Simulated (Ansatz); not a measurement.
Computed with frozen-core CCSD(T)/cc-pVTZ // B3LYP-D3(BJ)/def2-TZVP run with Ansatz (a program for electronic structure). The restricted HF reference is unstable towards unrestricted orbitals.

Ansatz 0.2 input:
```yaml
crystal:
  periodic: [false, false, false]
  atoms:
    - { symbol: Si, position_ang: [2.386324, -0.213933, 0.104145] }
    - { symbol: Si, position_ang: [0.295613, 0.1659, -0.886152] }
    - { symbol: C, position_ang: [-0.692853, 1.422834, 0.078852] }
    - { symbol: C, position_ang: [-1.72168, 0.761598, 0.641296] }
    - { symbol: C, position_ang: [-1.838388, -0.678198, 0.334929] }
    - { symbol: C, position_ang: [-0.905885, -1.205224, -0.48038] }
    - { symbol: H, position_ang: [3.259977, 0.978205, -0.03407] }
    - { symbol: H, position_ang: [2.201862, -0.505868, 1.545755] }
    - { symbol: H, position_ang: [3.070619, -1.366791, -0.53321] }
    - { symbol: H, position_ang: [0.44631, 0.461595, -2.333148] }
    - { symbol: H, position_ang: [-0.516125, 2.475156, 0.249001] }
    - { symbol: H, position_ang: [-2.449152, 1.230536, 1.296233] }
    - { symbol: H, position_ang: [-2.65051, -1.253812, 0.767589] }
    - { symbol: H, position_ang: [-0.899094, -2.249882, -0.756451] }
basis:
  gaussian: { orbitals: cc-pVTZ }
correlation:
  method: ccsd_t
```

Output:

```
Functional definition: HF
1714 factors; integrals over basis functions are off by at most 1.2e-3 eV
mean field evaluation 1: about -19969.1645 eV, gradient 3.6e1 eV
mean field evaluation 2: about -19969.5792 eV, gradient 3.6e1 eV
mean field evaluation 4: about -19973.9779 eV, gradient 4.8e0 eV
mean field evaluation 8: about -19974.0826 eV, gradient 3.7e-1 eV
mean field evaluation 16: about -19974.0836 eV, gradient 2.4e-6 eV
mean field -19974.08361327 eV, -734.0340338676 hartree, gradient 2.4e-6 eV, S^2 0.000000; 0 other end points of the search recorded, 0 dependent functions left out; unrestricted orbitals would lower it
14 core orbitals not correlated
reference -19974.08361327 eV, -734.0340338676 hartree; 16, 16 occupied and 270, 270 virtual orbitals, 1714 factors
second order -23.88669190 eV of doubles, -0.00000000 eV of singles
cycle   1  -24.61184969 eV  change   -7.3e-1 eV  update   1.2e-1
cycle   2  -25.34994446 eV  change   -7.4e-1 eV  update   3.8e-2
cycle   3  -25.48893975 eV  change   -1.4e-1 eV  update   1.8e-2
cycle   4  -25.47984292 eV  change    9.1e-3 eV  update   5.2e-3
cycle   5  -25.48063080 eV  change   -7.9e-4 eV  update   2.4e-3
cycle   6  -25.48100281 eV  change   -3.7e-4 eV  update   6.2e-4
cycle   7  -25.48074474 eV  change    2.6e-4 eV  update   2.9e-4
cycle   8  -25.48076846 eV  change   -2.4e-5 eV  update   1.2e-4
cycle   9  -25.48077861 eV  change   -1.0e-5 eV  update   4.8e-5
cycle  10  -25.48074899 eV  change    3.0e-5 eV  update   1.9e-5
perturbative correction -1.25206107 eV, -0.0460123955 hartree
Total energy: -20000.81642333 eV, -735.0164465171 hartree
```

Cost: very roughly 30 core-minutes.
